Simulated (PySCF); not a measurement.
hydrogen bromide (BrH), SMILES Br. Coordinates come from a PBE0-D3(BJ)/def2-TZVPD optimisation.

TDDFT-PBE0/def2-TZVPD run with PySCF 2.14.0 puts the lowest singlet excitations at 6.68, 6.68, 8.71, 8.71, 8.81, 8.81 eV and the lowest triplet (TDA) at 6.08 eV.

### Question
What are the lowest singlet roots from EOM-CCSD/aug-cc-pVDZ (PySCF)? (An estimate is asked for; the answer gives what the named calculation found.)

### Answer
6.84, 6.84, 8.94, 8.94, 9.62, 9.62 eV; triplets 6.35, 6.35, 8.52 eV. S1 differs by 0.15 eV (second minus first; roots are paired by order, and the bases may differ).
